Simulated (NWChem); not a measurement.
System: C$_{2}$H$_{7}$NSi; SMILES C/C=N\[SiH3]

Computed with NWChem. Medium grid unless said otherwise, to which SCAN and Minnesota functionals are sensitive. Structure relaxed at the B3LYP/6-31G* (spherical d) level. Hybrids' shares of exact exchange are those that their runs print; pure functionals count as 0. The functionals differ in more than this share.

```csv
row,share of exact exchange,orbital gap (eV)
PBE/def2-TZVP,0.00,3.78
r2SCAN/def2-TZVP,0.00,4.26
TPSSh/def2-TZVP,0.10,5.01
B3LYP/def2-TZVP,0.20,5.79
PBE0/def2-TZVP,0.25,6.24
PW6B95/def2-TZVP,0.28,withheld
```

Fit a straight line of the last column on the one before it, predict the withheld value, and compare with the run.


1. Means of the 5 shown rows: x = 0.110, y = 5.016. Slope Σ(x − x̄)(y − ȳ)/Σ(x − x̄)² = 0.4602/0.05200 = 8.850; intercept 4.042.
2. The shown rows scatter about the line by 0.157 (root mean square); the largest residual is -0.26, at PBE/def2-TZVP.
3. At x = 0.28 (PW6B95/def2-TZVP; beyond the shown range) the line gives 6.52.
4. The run gives 6.44, -0.08 from the line, 0.5 times the scatter.
